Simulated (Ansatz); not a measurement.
Frontier orbitals of C$_{2}$H$_{8}$ClN$_{2}$Nb (`C[N]=[Nb]([CH3])([NH2])[Cl]`).

The species carries charge 0 and has multiplicity 1. Correlated methods include outer-core shells of Nb, which these sets cover unevenly. Nb: def2 effective core potential. The geometry is a stationary point of PBE0-D4/def2-TZVP. It is one conformer, not always the lowest. Basis def2-TZVPP, Ansatz.

```json
{"functional": "LDA (SPW92)", "HOMO (eV)": "-6.22", "LUMO (eV)": "-2.34", "gap (eV)": "3.88"}
{"functional": "PBE", "HOMO (eV)": "-6.07", "LUMO (eV)": "-2.13", "gap (eV)": "3.94"}
{"functional": "revPBE", "HOMO (eV)": "-6.01", "LUMO (eV)": "-2.05", "gap (eV)": "3.96"}
{"functional": "BLYP", "HOMO (eV)": "-5.93", "LUMO (eV)": "-2.02", "gap (eV)": "3.91"}
{"functional": "r2SCAN", "HOMO (eV)": "-6.31", "LUMO (eV)": "-2.00", "gap (eV)": "4.31"}
{"functional": "B97M-V", "HOMO (eV)": "-6.37", "LUMO (eV)": "-1.99", "gap (eV)": "4.38"}
{"functional": "PBE0", "HOMO (eV)": "-7.35", "LUMO (eV)": "-1.29", "gap (eV)": "6.06"}
{"functional": "ωB97X-V", "HOMO (eV)": "-9.73", "LUMO (eV)": "0.84", "gap (eV)": "10.57"}
{"functional": "ωB97M-V", "HOMO (eV)": "-9.63", "LUMO (eV)": "0.76", "gap (eV)": "10.39"}
```

(1) What is the vertical ionisation energy at frozen-core CCSD(T)/def2-TZVPP? (Best estimate.)

## Answers

(1) Computed: 9.40 eV (T1 of the cation 0.041).

From PBE to PBE0 the HOMO moves by −1.28 eV and the LUMO by +0.84 eV, and with ωB97M-V by −3.56 and +2.89 eV, so the gap grows from 3.94 to 10.39 eV with exact exchange. A positive LUMO is unbound and depends on the basis. −ε(HOMO) differs from that ionisation energy by −3.33 eV with PBE and +0.24 eV with ωB97M-V.
